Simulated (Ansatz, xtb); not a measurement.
**Isomers of C5H6FNO in order of energy**

8 gas-phase structures of C5H6FNO, from a drawn sample of its isomers (lower ones may exist). Each was relaxed with GFN2-xTB; where two conformers were screened, the lower at r2SCAN-D4/def2-SVP is listed:

A. `COc1cc(F)c[nH]1`, a singlet
B. `COn1cccc1F`, a singlet
C. `COc1cc[nH]c1F`, a singlet
D. `COc1ccc(F)[nH]1`, a singlet
E. `COc1[nH]ccc1F`, a singlet
F. `COc1c[nH]c(F)c1`, a singlet
G. `COc1c[nH]cc1F`, a singlet
H. `COn1ccc(F)c1`, a singlet

Q: Make a reasoned guess at their ranking by r2SCAN-D4/def2-SVP single-point energy.

A: Calculated order at r2SCAN-D4/def2-SVP: A (0.0), D (0.1), F (1.8), E (3.4), G (5.8), C (6.1), H (38.9), B (39.3) kcal/mol. Less than 1 kcal/mol parts A and D; G and C; H and B, so the order within those pairs means little.

Energies above the lowest of each column, in kcal/mol; the last columns are at PBE0-D3(BJ)/def2-SVP geometries and were run for some of them only (a dash: not run or not comparable):

```json
{"structure": "A", "GFN2-xTB": "0.3", "HF/STO-3G": "1.0", "r2SCAN-D4/def2-SVP": "0.0", "PBE0-D3(BJ)/def2-SVP": "0.0", "CCSD(T)/def2-SVP + ΔMP2/def2-TZVPP": "0.0"}
{"structure": "D", "GFN2-xTB": "0.0", "HF/STO-3G": "0.0", "r2SCAN-D4/def2-SVP": "0.1", "PBE0-D3(BJ)/def2-SVP": "0.0", "CCSD(T)/def2-SVP + ΔMP2/def2-TZVPP": "0.2"}
{"structure": "F", "GFN2-xTB": "2.1", "HF/STO-3G": "3.2", "r2SCAN-D4/def2-SVP": "1.8", "PBE0-D3(BJ)/def2-SVP": "1.8", "CCSD(T)/def2-SVP + ΔMP2/def2-TZVPP": "1.7"}
{"structure": "E", "GFN2-xTB": "2.3", "HF/STO-3G": "3.4", "r2SCAN-D4/def2-SVP": "3.4", "PBE0-D3(BJ)/def2-SVP": "3.5", "CCSD(T)/def2-SVP + ΔMP2/def2-TZVPP": "3.6"}
{"structure": "G", "GFN2-xTB": "5.2", "HF/STO-3G": "7.1", "r2SCAN-D4/def2-SVP": "5.8", "PBE0-D3(BJ)/def2-SVP": "5.8", "CCSD(T)/def2-SVP + ΔMP2/def2-TZVPP": "4.9"}
{"structure": "C", "GFN2-xTB": "4.9", "HF/STO-3G": "6.2", "r2SCAN-D4/def2-SVP": "6.1", "PBE0-D3(BJ)/def2-SVP": "6.0", "CCSD(T)/def2-SVP + ΔMP2/def2-TZVPP": "5.6"}
{"structure": "H", "GFN2-xTB": "30.0", "HF/STO-3G": "25.3", "r2SCAN-D4/def2-SVP": "38.9", "PBE0-D3(BJ)/def2-SVP": "–", "CCSD(T)/def2-SVP + ΔMP2/def2-TZVPP": "–"}
{"structure": "B", "GFN2-xTB": "31.2", "HF/STO-3G": "24.5", "r2SCAN-D4/def2-SVP": "39.3", "PBE0-D3(BJ)/def2-SVP": "–", "CCSD(T)/def2-SVP + ΔMP2/def2-TZVPP": "–"}
```

CCSD(T)/def2-SVP + ΔMP2/def2-TZVPP has A and D within 1 kcal/mol of each other at the bottom, and every level picks one of them. Flexible structures stand in one conformer each, not always the lowest. Frequencies (GFN2-xTB) were run for A, C, D, E, F, G alone. ΔMP2 is the change of the MP2 energy from the smaller to the larger basis.

Over these structures GFN2-xTB departs from r2SCAN-D4/def2-SVP by 3.0 kcal/mol on average once a common shift is removed. A GFN2-xTB relaxation took about 0.28 s and the r2SCAN-D4/def2-SVP energy about 7.8 s on a shared host (Ansatz 0.2.0, xtb 6.7.1).
